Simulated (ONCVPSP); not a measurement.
**How hard is this Ca ONCV potential?**

```json
{
  "Element": "Ca",
  "Generator": "ONCVPSP 4.0.1",
  "Type": "optimised norm-conserving Vanderbilt (ONCV)",
  "Functional": "PBEsol",
  "Relativity": "scalar-relativistic",
  "Frozen core": "[Ar]",
  "Valence charge": "2",
  "Reference configuration": "4s1 (charge +1)",
  "Partial waves": "4s: rc 3.35 bohr, ncon 4, nbas 9, qcut 2 1/bohr, 1 projector; p scattering state at 0.22 Ha: rc 2.95 bohr, ncon 4, nbas 7, qcut 2.4 1/bohr, 3 projectors, debl 3.6 Ha; d scattering state at 0.16 Ha: rc 2.95 bohr, ncon 4, nbas 8, qcut 3.8 1/bohr, local",
  "Local potential": "the d channel",
  "Core correction": "Teter function, parameters optimised by the program"
}
```

In the p channel the program set the typed energies aside and used 0.050, 3.650, 7.250 Ha. In the d channel the program set the typed energies aside and used -0.306 Ha.

For each optimised wave give the share of its norm inside rc, the residual kinetic energy above qcut (Ha) and the cutoffs (Ha) for errors of 10, 1, 0.1 and 0.01 mHa per electron.

| wave | norm inside rc | residual KE | 10 mHa | 1 mHa | 0.1 mHa | 0.01 mHa |
| --- | --- | --- | --- | --- | --- | --- |
| 4s | 0.460 | 5.6e-04 | 1.0 | 1.8 | 7.4 | 19.8 |
| p projector 1 | 0.137 | 1.2e-04 | 0.8 | 2.1 | 3.0 | 14.4 |
| p projector 2 | 0.144 | 5.5e-01 | 8.6 | 18.4 | 22.3 | 25.6 |
| p projector 3 | 0.133 | 1.4e+00 | 13.8 | 19.5 | 22.9 | 32.9 |
| d projector 1 | 0.836 | 2.6e-03 | 6.3 | 11.8 | 26.2 | 34.5 |

The occupied waves need 1.8 Ha and 7.4 Ha for 1 and 0.1 mHa. The cutoffs count occupied waves only; projector 3 of the p channel, the hardest unoccupied one, needs 19 Ha at the loose tolerance. Note: ghosts flagged at negative energy: s at -9.5 eV (a further GHOST(-) flag falls on a real empty level of the atom); GHOST(+) flagged for p at 325.7 eV. A true bound ghost makes a file unfit for plane-wave use. 4 of 4 tests not solved or not reliable.
